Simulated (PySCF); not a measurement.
PBE0 on Zr (zirconium, neutral), [Kr] 4d1 5s2 6s1, high-spin 3D determinant (an excited configuration). All numbers are calculated (PySCF 2.14, scalar relativity through the core potential, in aug-cc-pVTZ-PP with one added diffuse shell each of s, p, d, f, g type with ECP28MDF (7s7p6d4f3g, 113 functions)).

```
cycle= 28 E= -46.5418606031055  delta_E= 0.00138  |g|= 0.0356  |ddm|= 0.368
cycle= 29 E= -46.5426224206284  delta_E= -0.000762  |g|= 0.0268  |ddm|= 0.243
cycle= 30 E= -46.5431521340777  delta_E= -0.00053  |g|= 0.0156  |ddm|= 0.176
cycle= 31 E= -46.5434920626378  delta_E= -0.00034  |g|= 0.00812  |ddm|= 0.195
cycle= 32 E= -46.5435840382292  delta_E= -9.2e-05  |g|= 0.00842  |ddm|= 0.101
cycle= 33 E= -46.5435957392702  delta_E= -1.17e-05  |g|= 0.0049  |ddm|= 0.0669
cycle= 34 E= -46.5435430146222  delta_E= 5.27e-05  |g|= 0.00407  |ddm|= 0.0789
cycle= 35 E= -46.5434565385638  delta_E= 8.65e-05  |g|= 0.00314  |ddm|= 0.0357
cycle= 36 E= -46.5433614425877  delta_E= 9.51e-05  |g|= 0.00143  |ddm|= 0.0622
cycle= 37 E= -46.5433823407352  delta_E= -2.09e-05  |g|= 0.000566  |ddm|= 0.116
cycle= 38 E= -46.5433871926514  delta_E= -4.85e-06  |g|= 8.24e-05  |ddm|= 0.0645
cycle= 39 E= -46.5433872259171  delta_E= -3.33e-08  |g|= 1.32e-05  |ddm|= 0.00744
cycle= 40 E= -46.5433872265288  delta_E= -6.12e-10  |g|= 5.05e-06  |ddm|= 0.000793
converged SCF energy = -46.5433872265288  <S^2> = 2.0025814  2S+1 = 3.0017204
```

Highest occupied orbital energy: -1.731 eV; ⟨L²⟩ = 10.84; populations by l: s 4.20, p 6.00, d 1.80, f 0.00.

(1) Can this result be used?

## Answers

(1) Not for this state. The calculation finished and met its thresholds. ⟨L²⟩ = 10.84 against 6 for a pure D term, so this real determinant mixes terms. Energies and moments cover only the electrons outside the core potential. The outer electron is Rydberg-like, and this basis confines it to a smaller radius and binds it less than a complete one would. The s, p, d and f populations moved away from the nominal configuration during the SCF.
